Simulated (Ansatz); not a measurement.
`C=C1[SiH2]C1O` + H₂ → `C=C1C[SiH2]1` + H₂O  (hydrogenolysis of a C–O bond)

Isolated molecules relaxed with PBE0-D4/def2-TZVP in Ansatz; ΔE leaves out vibrations. CCSD(T)/CBS adds triple-zeta CCSD(T) − MP2 to the extrapolated MP2 energy (def2 sets, frozen cores). This one scheme is used for every species. DFT in def2-TZVPP. B3LYP here is the variant with VWN-RPA as its local correlation; programs differ in this. Each species was taken in one conformer, which may not be the lowest.

| level | ΔE (kJ/mol) | difference from CCSD(T)/CBS |
| --- | --- | --- |
| PBE-D4 | -143.1 | 45.2 |
| PBE0-D4 | -176.9 | 11.4 |
| ωB97X-V | -208.0 | -19.7 |
| ωB97M-V | -194.5 | -6.2 |
| B2PLYP | -178.9 | 9.4 |
| r2SCAN | -162.5 | 25.8 |
| PBE0 | -181.9 | 6.4 |
| B3LYP | -173.2 | 15.1 |
| HF/def2-TZVPP | -249.6 | -61.3 |
| MP2/def2-TZVPP | -191.3 | -3.0 |
| CCSD/def2-TZVPP | -204.6 | -16.3 |
| CCSD(T)/def2-TZVPP | -182.2 | 6.1 |
| MP2/def2-QZVPP | -195.2 | -6.9 |
| SCS-MP2/def2-QZVPP | -201.0 | -12.7 |
| HF/CBS(def2) | -250.8 | -62.5 |
| CCSD/CBS(def2) | -210.8 | -22.5 |
| CCSD(T)/CBS | -188.3 | 0 |

Largest T1 diagnostic among the species: 0.023, so the coupled-cluster value is less sure than usual.

In def2-TZVPP, CCSD(T) changes the Hartree–Fock value by +67.5 kJ/mol (the triples alone add +22.4 kJ/mol) and MP2 by +58.3 kJ/mol. From PBE to PBE0 (25 % exact exchange), in def2-TZVPP and without D4, ΔE moves by −32.9 kJ/mol.
